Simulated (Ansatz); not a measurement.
C₂H₇NOSn, SMILES `[CH3][SnH2][O]C=N`. Charge 0, multiplicity 1. Sn: def2 effective core potential. The geometry is a stationary point of PBE0-D4/def2-TZVP. It is one conformer, not always the lowest.

```xyz
12

C     0.062   -1.403    1.219
Sn   -0.607    0.588    0.890
O     0.693    1.401   -0.410
C     0.799    0.974   -1.663
N     0.109    0.136   -2.313
H     1.061   -1.380    1.655
H     0.098   -1.936    0.269
H    -0.615   -1.922    1.899
H    -0.406    1.642    2.208
H    -2.162    0.692    0.192
H     1.634    1.460   -2.174
H    -0.665   -0.252   -1.772
```

**Question.** What is the dipole moment at PBE/def2-TZVPP? (Estimate.)

**Answer.** The calculation gave: 3.66 D, with components (-0.92, -0.85, 3.44) D in this frame, pointing from negative to positive charge.

**Question.** And with r2SCAN, B3LYP, ωB97M-V? (Estimate.)

**Answer.** Ansatz gave: r2SCAN 3.75 D, B3LYP 3.77 D, ωB97M-V 3.81 D.

**Question.** Give the Mulliken charges with PBE, ωB97M-V, r2SCAN in def2-TZVPP. (Best estimate.)

**Answer.** Ansatz gave: 
```json
{"atom": "C1", "PBE": "-0.55", "ωB97M-V": "-0.58", "r2SCAN": "-0.46"}
{"atom": "Sn2", "PBE": "0.77", "ωB97M-V": "0.73", "r2SCAN": "0.80"}
{"atom": "O3", "PBE": "-0.41", "ωB97M-V": "-0.49", "r2SCAN": "-0.49"}
{"atom": "C4", "PBE": "0.08", "ωB97M-V": "0.15", "r2SCAN": "0.22"}
{"atom": "N5", "PBE": "-0.28", "ωB97M-V": "-0.31", "r2SCAN": "-0.37"}
{"atom": "H6", "PBE": "0.14", "ωB97M-V": "0.15", "r2SCAN": "0.11"}
{"atom": "H7", "PBE": "0.13", "ωB97M-V": "0.15", "r2SCAN": "0.11"}
{"atom": "H8", "PBE": "0.13", "ωB97M-V": "0.15", "r2SCAN": "0.10"}
{"atom": "H9", "PBE": "-0.11", "ωB97M-V": "-0.07", "r2SCAN": "-0.11"}
{"atom": "H10", "PBE": "-0.11", "ωB97M-V": "-0.07", "r2SCAN": "-0.11"}
{"atom": "H11", "PBE": "0.09", "ωB97M-V": "0.11", "r2SCAN": "0.07"}
{"atom": "H12", "PBE": "0.12", "ωB97M-V": "0.10", "r2SCAN": "0.13"}
```

B3LYP here is the variant with VWN-RPA as its local correlation; programs differ in this.
